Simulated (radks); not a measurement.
Dy4+, 62 electrons, occupied as [Kr] 4d10 4f8 5s1.75 5p6 6s0.25 (fractional occupations, a model configuration).

Method: scalar-relativistic Kohn-Sham, r2SCAN, spin-polarised, spherical densities, finite nucleus; open shells are filled with parallel spins first (spin-orbit coupling, left out, can overturn this in heavy ions); meta-GGA in the generalised Kohn-Sham scheme; Fermi nuclear charge, rms radius 5.2218 fm; computed with a radial shooting solver on a logarithmic mesh with Libxc functionals.

Energy parts (hartree):
| part | energy |
|---|---|
| total | -12153.9994 |
| kinetic | 13111.5643 |
| electron-nucleus | -29617.4114 |
| Hartree | 4613.7283 |
| exchange-correlation | -261.8807 |

Orbitals (lengths in bohr, moments of r in powers of bohr):
orbital	occ.	eigenvalue (hartree)	<r>
1s up	1	-1976.551	0.02112
1s down	1	-1976.549	0.02112
2s up	1	-331.6901	0.08976
2s down	1	-331.6894	0.08975
2p up	3	-294.4155	0.07947
2p down	3	-294.4141	0.07946
3s up	1	-75.85054	0.2343
3s down	1	-75.72440	0.2341
3p up	3	-64.34930	0.2333
3p down	3	-64.22298	0.2330
3d up	5	-49.53730	0.2123
3d down	5	-49.43943	0.2120
4s up	1	-16.94109	0.5288
4s down	1	-16.66204	0.5290
4p up	3	-13.12363	0.5594
4p down	3	-12.84563	0.5597
4d up	5	-7.90064	0.6045
4d down	5	-7.62225	0.6057
4f up	7	-2.19045	0.7495
4f down	1	-1.92943	0.7742
5s up	1	-3.66654	1.236
5s down	0.75	-3.53170	1.262
5p up	3	-2.67400	1.403
5p down	3	-2.57680	1.433
6s up	0.25	-1.21334	2.795
6s down	0	-1.12644	2.834

The highest occupied level is 6s up at -33.017 eV. The electron density at the nucleus is 7.773e+05 e/bohr^3 (large components only). Summed over all electrons, <r^2> = 32.58 bohr^2, which gives a Langevin (diamagnetic) susceptibility term of -25.8 x 10^-6 cm^3/mol. Spin moment in Bohr magnetons: 6.5.
